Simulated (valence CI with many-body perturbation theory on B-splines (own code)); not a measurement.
# Te XL: key properties

Computed by relativistic CI+MBPT: three valence electrons over a frozen Dirac-Fock core [Ne], a basis of 11 s, 11 p, 9 d, 7 f, 5 g, 2 h, 1 i functions for each j, with the one-electron correlation potential Σ1, the two-electron term Σ2, the three-electron term Σ3, Breit, model QED; selected CI, second order for the rest (own B-spline code, finite nucleus).

The last digits are not significant, and no measured levels were compared; by estimate large intervals hold to a few tenths of a per cent, small ones and those within an open d or f shell to about a per cent.

Levels are named by their leading jj configuration (3d3/2^4 stands for four electrons in 3d with j = 3/2), which in mixed levels can hold well under half, so a name can repeat and another be missing.

Rates and lifetimes use the calculated energies. Strong lines usually hold to 10 to 20 %, long lifetimes can be off by a factor of two.

What is the ground level?

(3s^2 3p1/2) J=1/2, composition 99 % 3s²3p ²P°, g = 0.658.

What is the ionisation energy?

2789.6 eV; NIST lists 2788 ± 4 eV (theoretical).

Where does the other parity begin?

At (3s 3p1/2^2) J=1/2, 769.73 × 10³ cm⁻¹.

Among levels below 4398.2 × 10³ cm⁻¹, which E1 lines absorb most strongly from the ground level?

to (3s^2 3d3/2) J=3/2 at 5.719 nm, f = 0.352; to (3s 3p1/2 3p3/2) J=1/2 at 6.812 nm, f = 0.185; to (3s 3p1/2 3p3/2) J=3/2 at 7.135 nm, f = 0.107.

How well does LS coupling describe the low levels?

Among the lowest 20 levels the leading LS term, summed over configurations, holds 69 % on average. For single configurations the figures are 64 % in LS and 84 % in jj coupling. Terms mix most in the J = 5/2 level at 2496.6 × 10³ cm⁻¹, where the leading one holds 32 %.

Name the longest-lived excited levels whose lifetime is computed, and their main decay.

(3s 3p3/2 3d5/2) J=9/2 at 2959.8 × 10³ cm⁻¹ lives 822 ns, mostly by M1 to (3s 3p1/2 3d5/2) J=7/2; (3s^2 3p3/2) J=3/2 at 558.12 × 10³ cm⁻¹ lives 640 ns, mostly by M1 to (3s^2 3p1/2) J=1/2.

What are the static dipole polarisabilities of the lowest levels?

(3s^2 3p1/2) J=1/2 0.0151 bohr³, of which the core gives 0.000224.
